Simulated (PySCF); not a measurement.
Species: C₅H₈NO (doublet state).
SMILES with atom numbers: `[CH:1]1[N:2]=[CH:3][CH2:4][CH2:5][CH2:6][O:7]1` (hydrogens: H8 on C1; H9 on C3; H10, H11 on C4; H12, H13 on C5; H14, H15 on C6)

Structure used (GFN2-xTB), in Å, numbered top down from 1:
```xyz
15
C5H8NO angstrom
C      1.3391    1.3686   -0.3625
N      0.1329    1.8125   -0.4334
C     -1.0313    1.2249   -0.3660
C     -1.3554   -0.2358   -0.4299
C     -0.1273   -1.1222   -0.6182
C      0.9391   -0.8378    0.4401
O      1.8425    0.1779    0.0504
H      2.1425    2.0492   -0.6073
H     -1.8730    1.9008   -0.2915
H     -2.0714   -0.4141   -1.2410
H     -1.8669   -0.5166    0.5003
H     -0.4241   -2.1708   -0.5616
H      0.3116   -0.9500   -1.6039
H      1.5740   -1.7125    0.6043
H      0.4632   -0.5659    1.3927
```

The calculation used PySCF, UKS B3LYP, pcH-1 on C H N O, non-relativistic, mean-field spin-orbit, GIAO. Isolated species at its GFN2-xTB geometry (one conformer only). A GFN2-xTB geometry isn't a minimum of the functional, and hyperfine couplings can be far from their values at a DFT geometry. Stability of the SCF solution: not tested.

Largest spin populations (Mulliken): C3 (+0.66), C1 (+0.45), N2 (-0.14) and O7 (+0.08). The positive populations add up to 1.26 and the negative ones to -0.26, together 2S = 1. The angles at C3 add up to 360.0°, so it is planar; its axial dipolar tensor and the negative coupling of its proton fit spin in a p orbital normal to that plane.

Question: Test a(H) = Q·ρ(C) for the protons on planar carbons with a spin population beyond ±0.08.

Answer: 
```
 H   C    ρ(C)  a(H) (G)  a/ρ (G)
H8  C1  +0.449    -12.16    -27.1
H9  C3  +0.658    -15.28    -23.2
```

A least-squares line through the origin gives Q = -24.4 G with Mulliken populations. In every row coupling and population have opposite signs.

Question: How do the β-proton couplings of this frozen conformer go with θ, the angle between the C–H bond and the normal to the plane of the spin centre's three neighbours, both seen down the bond from centre to carbon?

Answer: 
```json
{"β H": "H10", "on": "C4", "centre": "C3", "θ (°)": "35", "cos²θ": "0.67", "a (G)": "+22.25"}
{"β H": "H11", "on": "C4", "centre": "C3", "θ (°)": "29", "cos²θ": "0.76", "a (G)": "+26.90"}
```

Couplings in gauss use g_iso = 2.0027.

The SMILES draws the unpaired electron on C1; the largest computed Mulliken spin population is on C3 (0.66 against 0.45).
